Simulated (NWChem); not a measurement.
System: TiHSF₃; SMILES [F][Ti]([F])([F])[SH]

The following NWChem deck was run.

```
start job
memory heap 200 mb stack 900 mb global 1100 mb
geometry units angstroms noautosym nocenter noautoz
  Ti     0.011981    -0.333990     0.000506
  F     -0.859497    -0.881520     1.389776
  F      1.642863    -0.887110     0.009142
  F     -0.844076    -0.883067    -1.397745
  S      0.091659     1.938041     0.000185
  H     -1.263690     1.989423    -0.001546
end
basis spherical
  Ti library pcsseg-1
  F library pcsseg-1
  S library pcsseg-1
  H library pcsseg-1
end
dft
  xc xpbe96 cpbe96
  iterations 150
end
property
  shielding 5 1 2 3 5 6
end
task dft property
```

Parts of the log:

```
             Northwest Computational Chemistry Package (NWChem) 7.3.0
             --------------------------------------------------------

                             Geometry "geometry" -> ""
                             -------------------------

 Output coordinates in angstroms (scale by  1.889725989 to convert to a.u.)

  No.       Tag          Charge          X              Y              Z
 ---- ---------------- ---------- -------------- -------------- --------------
    1 Ti                  22.0000     0.01198100    -0.33399000     0.00050600
    2 F                    9.0000    -0.85949700    -0.88152000     1.38977600
    3 F                    9.0000     1.64286300    -0.88711000     0.00914200
    4 F                    9.0000    -0.84407600    -0.88306700    -1.39774500
    5 S                   16.0000     0.09165900     1.93804100     0.00018500
    6 H                    1.0000    -1.26369000     1.98942300    -0.00154600

 Effective nuclear repulsion energy (a.u.)     394.1557744058

  pbe96 is a nonlocal functional; adding pw91lda local functional.
                              NWChem Property Module
                              ----------------------

  itol2e modified to match energy
  convergence criterion.

                                 NWChem DFT Module
                                 -----------------

 Summary of "ao basis" -> "ao basis" (spherical)
 ------------------------------------------------------------------------------
       Tag                 Description            Shells   Functions and Types
 ---------------- ------------------------------  ------  ---------------------
 Ti                         pcsseg-1                15       45   5s6p3d1f
 F                          pcsseg-1                 7       17   3s3p1d
 S                          pcsseg-1                10       24   4s5p1d
 H                          pcsseg-1                 3        5   2s1p

  itol2e modified to match energy
  convergence criterion.

[...]

          -----------------------------------------
          Chemical Shielding Tensors (GIAO, in ppm)
          -----------------------------------------

                                NWChem CPHF Module
                                ------------------

  scftype          =     RHF
  nclosed          =       33
  nopen            =        0
  variables        =     3036
  # of vectors     =        3
  tolerance        = 0.10D-03
  level shift      = 0.00D+00
  max iterations   =       50
  max subspace     =       30

 SCF residual:    7.0739647270191114E-004

Iterative solution of linear equations
  No. of variables     3036
  No. of equations        3
  Maximum subspace       30
        Iterations       50
       Convergence  1.0D-04

   iter   nsub   residual    time
   ----  ------  --------  ---------
     1      3    7.42D-04      99.6
     2      6    1.94D-07     105.6

      Atom:    1  Ti
        Diamagnetic
   1609.6626      0.3136      0.0055
      0.3136   1606.9590      0.0033
      0.0055      0.0033   1607.2593

        Paramagnetic
  -2414.0687    -56.8316     -0.5755
    -56.8316  -1714.2771     -0.4319
     -0.5755     -0.4319  -2246.9436

        Total Shielding Tensor
   -804.4061    -56.5180     -0.5700
    -56.5180   -107.3181     -0.4286
     -0.5700     -0.4286   -639.6843

           isotropic =    -517.1362
          anisotropy =    -437.7371

          Principal Components and Axis System
                 1           2           3
             -808.9609   -639.6824   -102.7652

      1         0.9968     -0.0036     -0.0803
      2         0.0803      0.0004      0.9968
      3         0.0036      1.0000     -0.0007

      Atom:    2  F
        Diamagnetic
    476.7843      3.1147     -7.3188
      3.1147    474.5560     -4.9734
     -7.3188     -4.9734    483.9666

        Paramagnetic
   -744.7588    106.9436   -270.0442
    106.9436   -821.3762   -165.1390
   -270.0442   -165.1390   -438.5616

        Total Shielding Tensor
   -267.9745    110.0584   -277.3630
    110.0584   -346.8202   -170.1124
   -277.3630   -170.1124     45.4049

           isotropic =    -189.7966
          anisotropy =    -365.7532

          Principal Components and Axis System
                 1           2           3
             -433.6321   -409.1023    273.3446

      1         0.8540      0.1941     -0.4827
      2        -0.3740      0.8740     -0.3103
      3         0.3617      0.4455      0.8190

      Atom:    3  F
        Diamagnetic
    488.4829     -5.5681      0.0854
     -5.5681    475.1916     -0.0303
      0.0854     -0.0303    472.3106

        Paramagnetic
   -273.3288   -196.5558      4.2835
   -196.5558   -815.3823     -1.2296
      4.2835     -1.2296  -1057.9442

        Total Shielding Tensor
    215.1541   -202.1239      4.3689
   -202.1239   -340.1907     -1.2598
      4.3689     -1.2598   -585.6335

           isotropic =    -236.8900
          anisotropy =    -523.1512

          Principal Components and Axis System
                 1           2           3
             -585.6575   -405.9654    280.9528

      1        -0.0053      0.3094      0.9509
      2         0.0008      0.9509     -0.3094
      3         1.0000      0.0009      0.0052

      Atom:    4  S
        Diamagnetic
   1056.0612     -0.1772      0.0068
     -0.1772   1062.5826     -0.0028
      0.0068     -0.0028   1052.1445

        Paramagnetic
  -1661.8602    -69.6555     -2.0156
    -69.6555   -364.9966     -0.2218
     -2.0156     -0.2218   -677.9545

[...]
```

Level: PBE/pcSseg-1, GIAO. All runs use the structure optimised with PBE0/def2-SVP. The output numbers the shielded atoms by their place in the input's list. The printed shielding anisotropy is the first printed principal value minus the mean of the other two.
